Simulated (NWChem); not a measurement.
O=C[Si](F)(Cl)Cl (CHCl₂FOSi), optimised at PBE0/def2-SVP with NWChem:

```
Item                               Result
---------------------------------  ------
highest occupied level (eV)         -7.76
orbital gap (eV)                     5.50
dipole (D)                           1.25
highest harmonic frequency (cm⁻¹)    2877
zero-point energy (kcal/mol)         16.0
```

All stand in one matching conformer (torsions within 35°), which need not be the lowest.

**Question.** One Cl atom is replaced by F, giving F[Si](F)(C=O)Cl (CHClF2OSi), optimised at the same level. How do these values move?

**Answer.** 
| quantity | new value | change |
|---|---|---|
| highest occupied level (eV) | -7.87 | -0.11 |
| orbital gap (eV) | 5.54 | +0.04 |
| dipole (D) | 1.05 | -0.20 |
| highest harmonic frequency (cm⁻¹) | 2880 | +3 |
| zero-point energy (kcal/mol) | 16.7 | +0.7 |
